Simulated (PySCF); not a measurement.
## Cs: excitation energy

Cs [Xe] 6s1 (2S) → Cs [Xe] 6p1 (2P), as a difference of total energies. Calculation: PySCF 2.14, in aug-cc-pVTZ-X2C (9s8p6d3f, 84 functions); scalar relativity by spin-free X2C-1e. The calculations carry no spin-orbit coupling.

| method | excitation energy (eV) | error (eV) |
| --- | --- | --- |
| UHF | 1.181 | -0.251 |
| LDA | 1.382 | -0.050 |
| PBE | 1.220 | -0.212 |
| PBE0 | 1.218 | -0.214 |
| r2SCAN | 1.167 | -0.265 |
| M06-2X | 1.304 | -0.128 |
| HSE06 | 1.214 | -0.218 |
| wB97X-V | 1.322 | -0.110 |

Reference: 1.432 eV (measured; NIST levels, between the centres of gravity of the two terms).
